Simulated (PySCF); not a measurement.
HCl$_{3}$HfO, charge -1, doublet, at a GFN2-xTB geometry (such geometries of metal compounds can be far from the true shape) (the multiplicity is a formal guess) (core potentials on Hf), with bond 2-1 at 2.2 times its length; HF/def2-SVP (PySCF).

Here is a job for PySCF.
```python
from pyscf import gto, scf

mol = gto.Mole()
mol.atom = '''
    Hf   -0.13728403    0.09893992    0.02964004
    Cl    4.42520027    1.46638505   -1.67269880
    Cl    0.44231920   -0.22902000    2.22945528
    Cl   -0.79789979   -1.35116414   -1.66772843
    O    -1.81935876    0.89921023    0.15511059
    H    -2.43754201    0.29717480   -0.27376852
'''
mol.basis = 'def2-svp'
mol.ecp = {'Hf': 'def2-svp'}
mol.charge = -1
mol.spin = 1
mol.verbose = 4
mol.build()

mf = scf.UHF(mol)
mf.kernel()
mo_i, mo_e, stable_i, stable_e = mf.stability(internal=True, external=True, return_status=True, nroots=6, tol=1e-6)
print('internally stable:', stable_i, ' externally stable:', stable_e)
if not stable_i:
    umf = mf.copy()
    umf.scf_summary = {}
    umf.kernel(umf.make_rdm1(mo_i, mf.mo_occ))
mf.analyze()
```

The log (banner, timings and long lists left out):

```
PySCF version 2.14.0

[INPUT] verbose = 4
[INPUT] num. atoms = 6
[INPUT] num. electrons = 73
[INPUT] charge = -1
[INPUT] spin (= nelec alpha-beta = 2S) = 1
[INPUT] symmetry False subgroup None
[INPUT] Mole.unit = angstrom
[INPUT] Symbol           X                Y                Z      unit          X                Y                Z       unit  Magmom
[INPUT]  1 Hf    -0.137284030000   0.098939920000   0.029640040000 AA   -0.259429217977   0.186969351586   0.056011557921 Bohr   0.0
[INPUT]  2 Cl     4.425200270000   1.466385050000  -1.672698800000 AA    8.362416556651   2.771066137657  -3.160942620889 Bohr   0.0
[INPUT]  3 Cl     0.442319200000  -0.229020000000   2.229455280000 AA    0.835862147637  -0.432785077048   4.213059886166 Bohr   0.0
[INPUT]  4 Cl    -0.797899790000  -1.351164140000  -1.667728430000 AA   -1.507812077948  -2.553330173933  -3.151549982851 Bohr   0.0
[INPUT]  5 O     -1.819358760000   0.899210230000   0.155110590000 AA   -3.438089778728   1.699261063107   0.293116534120 Bohr   0.0
[INPUT]  6 H     -2.437542010000   0.297174800000  -0.273768520000 AA   -4.606286816022   0.561578983122  -0.517347524328 Bohr   0.0

nuclear repulsion = 300.468089131389
number of shells = 45
number of NR pGTOs = 196
number of NR cGTOs = 105
basis = def2-svp
ecp = {'Hf': 'def2-svp'}

******** <class 'pyscf.scf.uhf.UHF'> ********
method = UHF
initial guess = minao
damping factor = 0
level_shift factor = 0
DIIS = <class 'pyscf.scf.diis.CDIIS'>
diis_start_cycle = 1
diis_space = 8
diis_damp = 0
SCF conv_tol = 1e-09
SCF conv_tol_grad = None
SCF max_cycles = 50
direct_scf = True
direct_scf_tol = 1e-13
number electrons alpha = 37  beta = 36
Set gradient conv threshold to 3.16228e-05
init E= -1487.97509238329

cycle= 1 E= -1501.02527532519  delta_E= -13.1  |g|= 0.564  |ddm|= 5.28
cycle= 2 E= -1501.1098744341  delta_E= -0.0846  |g|= 0.283  |ddm|= 0.735
cycle= 3 E= -1501.14164816902  delta_E= -0.0318  |g|= 0.076  |ddm|= 0.266
cycle= 4 E= -1501.14592238274  delta_E= -0.00427  |g|= 0.0221  |ddm|= 0.132
cycle= 5 E= -1501.14739258499  delta_E= -0.00147  |g|= 0.0128  |ddm|= 0.105
cycle= 6 E= -1501.14829184189  delta_E= -0.000899  |g|= 0.00578  |ddm|= 0.122
cycle= 7 E= -1501.14847280608  delta_E= -0.000181  |g|= 0.00256  |ddm|= 0.0547
cycle= 8 E= -1501.14850763028  delta_E= -3.48e-05  |g|= 0.00144  |ddm|= 0.0212
cycle= 9 E= -1501.14852148017  delta_E= -1.38e-05  |g|= 0.000819  |ddm|= 0.0136
cycle= 10 E= -1501.14852642667  delta_E= -4.95e-06  |g|= 0.000486  |ddm|= 0.0074
cycle= 11 E= -1501.14852821663  delta_E= -1.79e-06  |g|= 0.0003  |ddm|= 0.00457
cycle= 12 E= -1501.1485290275  delta_E= -8.11e-07  |g|= 0.000179  |ddm|= 0.00358
cycle= 13 E= -1501.14852929185  delta_E= -2.64e-07  |g|= 0.000124  |ddm|= 0.00175
cycle= 14 E= -1501.14852942509  delta_E= -1.33e-07  |g|= 7.91e-05  |ddm|= 0.00139
cycle= 15 E= -1501.14852948069  delta_E= -5.56e-08  |g|= 3.82e-05  |ddm|= 0.00108
cycle= 16 E= -1501.1485294918  delta_E= -1.11e-08  |g|= 1.51e-05  |ddm|= 0.000534
cycle= 17 E= -1501.148529493  delta_E= -1.2e-09  |g|= 7.64e-06  |ddm|= 0.000139
cycle= 18 E= -1501.14852949329  delta_E= -2.9e-10  |g|= 3.62e-06  |ddm|= 6.48e-05
Extra cycle  E= -1501.14852949333  delta_E= -3.55e-11  |g|= 2.41e-06  |ddm|= 1.31e-05
converged SCF energy = -1501.14852949333  <S^2> = 0.75351041  2S+1 = 2.0035073
uhf_internal: lowest eigs of H = [0.09783126 0.10602053 0.18599857 0.21666797 0.25756512 0.26132952]
<class 'pyscf.scf.uhf.UHF'> wavefunction is stable in the internal stability analysis
uhf_real2complex: lowest eigs of H = [0.05517444 0.0588677  0.09652658 0.13155735 0.13220534 0.13251694]
<class 'pyscf.scf.uhf.UHF'> wavefunction is stable in the real -> complex stability analysis
uhf_external: lowest eigs of H = [-4.93183721e-09  5.25539652e-02  5.62490975e-02  9.49352554e-02
  1.08564608e-01  1.29630979e-01]
<class 'pyscf.scf.uhf.UHF'> wavefunction is stable in the UHF/UKS -> GHF/GKS stability analysis
internally stable: True  externally stable: True
**** SCF Summaries ****
Total Energy =                       -1501.148529493328851
Nuclear Repulsion Energy =             300.468089131388979
One-electron Energy =                -2700.588573586628627
Two-electron Energy =                  898.971954961910797
Two-electron Coulomb Energy =          996.092843240536695
DFT Exchange-Correlation Energy =      -97.120888278625898
**** MO energy ****
                             alpha | beta                alpha | beta
MO #1   energy= -104.681746594985  | -104.6818182287    occ= 1 | 1
MO #2   energy= -104.677499221414  | -104.6776400567    occ= 1 | 1
MO #3   energy= -104.419969706877  | -104.419849278752  occ= 1 | 1
MO #4   energy= -20.4696156334909  | -20.470945331212   occ= 1 | 1
MO #5   energy= -10.4466971005595  | -10.4467475209679  occ= 1 | 1
MO #6   energy= -10.4429098209109  | -10.4430366065329  occ= 1 | 1
MO #7   energy= -10.1793049125326  | -10.1791764417995  occ= 1 | 1
MO #8   energy= -7.92053887150846  | -7.92083267509929  occ= 1 | 1
MO #9   energy= -7.91917689894386  | -7.91929172180365  occ= 1 | 1
MO #10  energy= -7.91913745237951  | -7.91914992485036  occ= 1 | 1
MO #11  energy= -7.91673966551704  | -7.91712448305276  occ= 1 | 1
MO #12  energy= -7.91531201638968  | -7.91545255444799  occ= 1 | 1
MO #13  energy= -7.91518716334327  | -7.91541939072186  occ= 1 | 1
MO #14  energy= -7.65369075799727  | -7.65322650746046  occ= 1 | 1
MO #15  energy= -7.65314223219528  | -7.65307272465401  occ= 1 | 1
MO #16  energy= -7.65313998650135  | -7.65306512875268  occ= 1 | 1
MO #17  energy= -2.85025684615795  | -2.82628520253067  occ= 1 | 1
MO #18  energy= -1.5567655845449   | -1.5428809320353   occ= 1 | 1
MO #19  energy= -1.54029494709408  | -1.5139615047415   occ= 1 | 1
MO #20  energy= -1.53925191670011  | -1.47551097791373  occ= 1 | 1
MO #21  energy= -1.19152754350824  | -1.19306696502557  occ= 1 | 1
MO #22  energy= -0.976103432433263 | -0.975801912533802 occ= 1 | 1
MO #23  energy= -0.958785357923739 | -0.958847228507426 occ= 1 | 1
MO #24  energy= -0.700531084868217 | -0.699464285615306 occ= 1 | 1
MO #25  energy= -0.589854947726067 | -0.590664795558453 occ= 1 | 1
MO #26  energy= -0.462011105004845 | -0.46317714631027  occ= 1 | 1
MO #27  energy= -0.445136198053536 | -0.448520775727964 occ= 1 | 1
MO #28  energy= -0.435178396652303 | -0.433663373536901 occ= 1 | 1
MO #29  energy= -0.397495906534513 | -0.395766156525905 occ= 1 | 1
MO #30  energy= -0.381457272676467 | -0.376130048257115 occ= 1 | 1
MO #31  energy= -0.375562671313302 | -0.374976342148484 occ= 1 | 1
MO #32  energy= -0.370411417568306 | -0.36944779590732  occ= 1 | 1
MO #33  energy= -0.364297182142211 | -0.365110407318922 occ= 1 | 1
MO #34  energy= -0.192374946825319 | -0.125035493788025 occ= 1 | 1
MO #35  energy= -0.1252210141475   | -0.124923525457038 occ= 1 | 1
MO #36  energy= -0.125115932055615 | -0.121359469268261 occ= 1 | 1
MO #37  energy= -0.122779135383544 | 0.141205350572791  occ= 1 | 0
MO #38  energy= 0.16316045362933   | 0.180063265740692  occ= 0 | 0
MO #39  energy= 0.175014492180114  | 0.189039949071471  occ= 0 | 0
MO #40  energy= 0.180876766380146  | 0.193504603293499  occ= 0 | 0
MO #41  energy= 0.185316525367333  | 0.222957193671541  occ= 0 | 0
MO #42  energy= 0.206608757685552  | 0.235635873029244  occ= 0 | 0
MO #43  energy= 0.2339426045153    | 0.243547146272657  occ= 0 | 0
MO #44  energy= 0.237917869962277  | 0.252446609381097  occ= 0 | 0
MO #45  energy= 0.274657264893394  | 0.286995245399149  occ= 0 | 0

spin_pop of  0 Hf 5s        0.00021
spin_pop of  0 Hf 6s        0.33039
spin_pop of  0 Hf 7s        0.00000
spin_pop of  0 Hf 8s       -0.00055
spin_pop of  0 Hf 9s        0.00079
spin_pop of  0 Hf 10s        0.00159
spin_pop of  0 Hf 5px       0.00673
spin_pop of  0 Hf 5py       0.01695
spin_pop of  0 Hf 5pz       0.00239
spin_pop of  0 Hf 6px      -0.00347
spin_pop of  0 Hf 6py      -0.00616
spin_pop of  0 Hf 6pz      -0.00034
spin_pop of  0 Hf 7px      -0.00040
spin_pop of  0 Hf 7py      -0.00072
spin_pop of  0 Hf 7pz       0.00026
spin_pop of  0 Hf 5dxy      0.09227
spin_pop of  0 Hf 5dyz      0.06483
spin_pop of  0 Hf 5dz^2     0.05573
spin_pop of  0 Hf 5dxz      0.16791
spin_pop of  0 Hf 5dx2-y2    0.14137
spin_pop of  0 Hf 6dxy      0.00548
spin_pop of  0 Hf 6dyz      0.00275
spin_pop of  0 Hf 6dz^2     0.00977
spin_pop of  0 Hf 6dxz      0.05976
spin_pop of  0 Hf 6dx2-y2    0.02836
spin_pop of  0 Hf 5f-3      0.00043
spin_pop of  0 Hf 5f-2      0.00079
spin_pop of  0 Hf 5f-1      0.00041
spin_pop of  0 Hf 5f+0      0.00092
spin_pop of  0 Hf 5f+1      0.00013
spin_pop of  0 Hf 5f+2      0.00028
spin_pop of  0 Hf 5f+3      0.00049
spin_pop of  1 Cl 1s        0.00000
spin_pop of  1 Cl 2s        0.00000
spin_pop of  1 Cl 3s        0.00010
spin_pop of  1 Cl 4s       -0.00001
spin_pop of  1 Cl 2px       0.00000
spin_pop of  1 Cl 2py      -0.00000
spin_pop of  1 Cl 2pz       0.00000
spin_pop of  1 Cl 3px       0.00548
spin_pop of  1 Cl 3py       0.00020
spin_pop of  1 Cl 3pz       0.00062
spin_pop of  1 Cl 4px      -0.00009
spin_pop of  1 Cl 4py       0.00001
spin_pop of  1 Cl 4pz      -0.00002
spin_pop of  1 Cl 3dxy      0.00000
spin_pop of  1 Cl 3dyz      0.00000
spin_pop of  1 Cl 3dz^2     0.00000
spin_pop of  1 Cl 3dxz      0.00000
spin_pop of  1 Cl 3dx2-y2    0.00000
spin_pop of  2 Cl 1s        0.00000
spin_pop of  2 Cl 2s        0.00000
spin_pop of  2 Cl 3s        0.00576
spin_pop of  2 Cl 4s        0.01341
spin_pop of  2 Cl 2px       0.00000
spin_pop of  2 Cl 2py       0.00000
spin_pop of  2 Cl 2pz       0.00000
spin_pop of  2 Cl 3px      -0.00222
spin_pop of  2 Cl 3py      -0.00223
spin_pop of  2 Cl 3pz      -0.00645
spin_pop of  2 Cl 4px       0.00034
spin_pop of  2 Cl 4py       0.00088
spin_pop of  2 Cl 4pz       0.00075
spin_pop of  2 Cl 3dxy      0.00034
spin_pop of  2 Cl 3dyz      0.00031
spin_pop of  2 Cl 3dz^2     0.00040
spin_pop of  2 Cl 3dxz      0.00012
spin_pop of  2 Cl 3dx2-y2    0.00002
spin_pop of  3 Cl 1s        0.00000
spin_pop of  3 Cl 2s        0.00000
spin_pop of  3 Cl 3s        0.00572
spin_pop of  3 Cl 4s        0.00835
spin_pop of  3 Cl 2px      -0.00000
spin_pop of  3 Cl 2py       0.00000
spin_pop of  3 Cl 2pz       0.00000
spin_pop of  3 Cl 3px      -0.00242
spin_pop of  3 Cl 3py      -0.00449
spin_pop of  3 Cl 3pz      -0.00176
spin_pop of  3 Cl 4px       0.00035
spin_pop of  3 Cl 4py       0.00156
spin_pop of  3 Cl 4pz       0.00030
spin_pop of  3 Cl 3dxy      0.00003
spin_pop of  3 Cl 3dyz      0.00039
spin_pop of  3 Cl 3dz^2     0.00053
spin_pop of  3 Cl 3dxz      0.00015
spin_pop of  3 Cl 3dx2-y2    0.00003
spin_pop of  4 O 1s       -0.00000
spin_pop of  4 O 2s        0.00126
spin_pop of  4 O 3s        0.00323
spin_pop of  4 O 2px      -0.00459
spin_pop of  4 O 2py      -0.00766
spin_pop of  4 O 2pz      -0.00506
spin_pop of  4 O 3px       0.00056
spin_pop of  4 O 3py       0.00063
spin_pop of  4 O 3pz       0.00078
spin_pop of  4 O 3dxy      0.00014
spin_pop of  4 O 3dyz      0.00001
spin_pop of  4 O 3dz^2     0.00001
spin_pop of  4 O 3dxz      0.00001
spin_pop of  4 O 3dx2-y2    0.00006
spin_pop of  5 H 1s        0.00095
spin_pop of  5 H 2s        0.00345
spin_pop of  5 H 2px       0.00007
spin_pop of  5 H 2py       0.00013
spin_pop of  5 H 2pz       0.00017
In total            37.00000 | 36.00000

WARN: System has nonzero charge -1; the dipole moment is origin-dependent.
Location of origin: [0. 0. 0.]

Dipole moment(X, Y, Z, Debye): -17.62080, -5.88952,  5.80794
```
